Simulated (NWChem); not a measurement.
Molecule: CH3BrGe, singlet; SMILES [Ge]([CH3])[Br]

```xyz
6

Ge    -0.4483     0.9961     0.0000
Br     0.0222    -1.3379     0.0000
C      1.4623     1.6162     0.0000
H      1.5228     2.7238     0.0000
H      1.9902     1.2184    -0.8929
H      1.9902     1.2184     0.8929
```
Atoms are numbered in this order, from 1.

All runs: NWChem. Pople sets run with spherical d functions. Low-valent species are run as closed-shell singlets; no triplet was tried in these runs. Geometry: optimised at PBE-D3(BJ)/def2-SVP. Vzz is the largest principal value of the second derivative of the potential at the nucleus (NWChem prints the opposite sign); η is the asymmetry. Non-relativistic.

```tsv
level	Vzz Ge1 (a.u.)	η Ge1	Vzz Br2 (a.u.)	η Br2	relative time
CAM-B3LYP/def2-TZVP	-4.305	0.92	3.146	0.74	10
CAM-B3LYP/cc-pVTZ	-4.083	0.92	3.075	0.75	40
Hartree-Fock/6-31G*	-3.723	0.89	2.877	0.60	1
Hartree-Fock/cc-pVTZ	-4.224	0.86	2.995	0.62	30
```

Relative times are rough (shared machine, one core).
